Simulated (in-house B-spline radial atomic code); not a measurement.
## Eu²⁺: [Kr] 4d10 4f7 5s2 (5p1/2)1 (5p3/2)4 6s1 (with a hole in an inner shell)

Computed with a radial B-spline atomic code at the basis-set limit: Dirac-Hartree-Fock, average of the jj configuration, Fermi nucleus of rms radius 5.1115 fm.

Screening seen three ways: the hydrogenic charge with the same mean radius, Z_r = [3n² - l(l+1)]/(2<r>), the one with the same energy, Z_e = n√(-2ε), and Slater's rules. Values are occupation-weighted means over j. An effective charge above Z reflects the relativistic contraction of the inner shells.

```json
{"shell": "1s", "electrons": "2", "ε (eV)": "-48824", "<r> (bohr)": "0.02231", "Z_r": "67.22", "Z_e": "59.90", "Slater": "62.70"}
{"shell": "2s", "electrons": "2", "ε (eV)": "-8150", "<r> (bohr)": "0.0945", "Z_r": "63.49", "Z_e": "48.95", "Slater": "58.85"}
{"shell": "2p", "electrons": "6", "ε (eV)": "-7280.2", "<r> (bohr)": "0.08362", "Z_r": "59.80", "Z_e": "46.26", "Slater": "58.85"}
{"shell": "3s", "electrons": "2", "ε (eV)": "-1858.1", "<r> (bohr)": "0.2482", "Z_r": "54.38", "Z_e": "35.06", "Slater": "51.75"}
{"shell": "3p", "electrons": "6", "ε (eV)": "-1579.1", "<r> (bohr)": "0.2467", "Z_r": "50.66", "Z_e": "32.32", "Slater": "51.75"}
{"shell": "3d", "electrons": "10", "ε (eV)": "-1194.4", "<r> (bohr)": "0.2256", "Z_r": "46.55", "Z_e": "28.11", "Slater": "41.85"}
{"shell": "4s", "electrons": "2", "ε (eV)": "-407.02", "<r> (bohr)": "0.5665", "Z_r": "42.37", "Z_e": "21.88", "Slater": "35.25"}
{"shell": "4p", "electrons": "6", "ε (eV)": "-312.11", "<r> (bohr)": "0.5993", "Z_r": "38.38", "Z_e": "19.16", "Slater": "35.25"}
{"shell": "4d", "electrons": "10", "ε (eV)": "-174.39", "<r> (bohr)": "0.6566", "Z_r": "31.98", "Z_e": "14.32", "Slater": "23.85"}
{"shell": "5s", "electrons": "2", "ε (eV)": "-72.618", "<r> (bohr)": "1.388", "Z_r": "27.02", "Z_e": "11.55", "Slater": "11.65"}
{"shell": "5p", "electrons": "5", "ε (eV)": "-47.299", "<r> (bohr)": "1.609", "Z_r": "22.68", "Z_e": "9.32", "Slater": "11.65"}
{"shell": "4f", "electrons": "7", "ε (eV)": "-30.977", "<r> (bohr)": "0.8911", "Z_r": "20.20", "Z_e": "6.04", "Slater": "14.90"}
{"shell": "6s", "electrons": "1", "ε (eV)": "-18.026", "<r> (bohr)": "3.541", "Z_r": "15.25", "Z_e": "6.91", "Slater": "4.05"}
```

The least bound orbital is 6s1/2 at -18.03 eV, and it is also the most diffuse (<r> = 3.541 bohr).

For the 1s electron the small component carries 5.5 % of the norm, the zero-frequency Breit interaction raises the level by 143.3 eV, self-energy by 85.42 eV, and vacuum polarisation lowers it by 13.72 eV.
